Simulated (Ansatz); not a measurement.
Cost and result for the atomization energy of `B[C](=C)[AlH][F]` (10 atoms, 9 bonds).

```xyz
10

B     0.287   -1.585    0.328
C     0.025   -0.073    0.144
C    -0.008    0.684    1.259
Al   -0.267    0.863   -1.528
F    -0.254    0.038   -2.957
H     0.328   -2.343   -0.597
H     0.454   -2.014    1.439
H    -0.186    1.761    1.251
H     0.145    0.249    2.249
H    -0.524    2.421   -1.588
```

Total charge 0; spin multiplicity 1. The geometry is a stationary point of PBE0-D4/def2-TZVP. It is one conformer, not always the lowest. Program: Ansatz. All runs use 2 threads of an INTEL XEON PLATINUM 8581C on a shared host. Times are those of one run each, without the atoms' runs, and a repeat can differ threefold. Electronic energies, without spin–orbit coupling; frozen cores. CCSD(T)/CBS adds CCSD(T) − MP2 in def2-TZVPP to the MP2 limit, and its time is that of the two runs behind it. T1 = 0.012. B3LYP takes the VWN-RPA correlation (the form of Gaussian; ORCA's B3LYP/G). HSE06 is the plane-wave form, built on full-range PBE exchange.

CCSD(T)/CBS is a level of theory with its own doubt, some kJ/mol a heavy atom from the limit and from the frozen cores, so smaller differences don't rank the functionals.

```tsv
level	functions	wall time
BLYP-D4/def2-TZVPP	236	1.8 s
PBE0-D4/def2-TZVPP	236	2.4 s
BHLYP-D4/def2-TZVPP	236	2.5 s
HSE06-D4/def2-TZVPP	236	2.7 s
CAM-B3LYP-D4/def2-TZVPP	236	2.9 s
CCSD(T)/def2-SVP	99	3.4 s
B3LYP-D4/def2-TZVPP (with forces)	236	3.8 s
PBE-QIDH/def2-TZVPP	236	4.6 s
B97M-V/def2-TZVPP	236	6 s
ωB97M-V/def2-TZVPP (with forces)	236	8 s
MP2/def2-QZVPP	448	19 s
CCSD(T)/def2-TZVPP	236	3 min
CCSD(T)/CBS(def2)	–	3.4 min
```

What atomization energy does each give, and how far from CCSD(T)/CBS? (An estimate is asked.)

Computed: 
| level | atomization (kcal/mol) | difference from CCSD(T)/CBS | per bond |
| --- | --- | --- | --- |
| BLYP-D4/def2-TZVPP | 911.2 | -0.8 | -0.1 |
| PBE0-D4/def2-TZVPP | 912.7 | 0.7 | 0.1 |
| BHLYP-D4/def2-TZVPP | 892.3 | -19.7 | -2.2 |
| HSE06-D4/def2-TZVPP | 913.2 | 1.2 | 0.1 |
| CAM-B3LYP-D4/def2-TZVPP | 917.8 | 5.8 | 0.7 |
| CCSD(T)/def2-SVP | 871.9 | -40.1 | -4.5 |
| B3LYP-D4/def2-TZVPP (with forces) | 913.7 | 1.7 | 0.2 |
| PBE-QIDH/def2-TZVPP | 909.3 | -2.7 | -0.3 |
| B97M-V/def2-TZVPP | 919.4 | 7.4 | 0.8 |
| ωB97M-V/def2-TZVPP (with forces) | 915.4 | 3.4 | 0.4 |
| MP2/def2-QZVPP | 923.2 | 11.2 | 1.2 |
| CCSD(T)/def2-TZVPP | 890.7 | -21.3 | -2.4 |
| CCSD(T)/CBS(def2) | 912.0 | 0.0 | 0.0 |

In def2-TZVPP, CCSD(T) changes the Hartree–Fock value by +189.6 kcal/mol (the triples alone add +12.5 kcal/mol) and MP2 by +209.3 kcal/mol; breaking electron pairs costs correlation energy, which Hartree–Fock lacks. The D4 term adds +7.1 kcal/mol with B3LYP and +3.7 kcal/mol with PBE0; it sums over pairs of atoms, weighted by their polarisabilities, and B3LYP, whose exchange is more repulsive, gets the larger term. From r2SCAN to r2SCAN0 (25 % exact exchange), in def2-TZVPP and without D4, the atomization energy moves by −13.1 kcal/mol: exact exchange takes away binding that semilocal exchange gives to molecules.
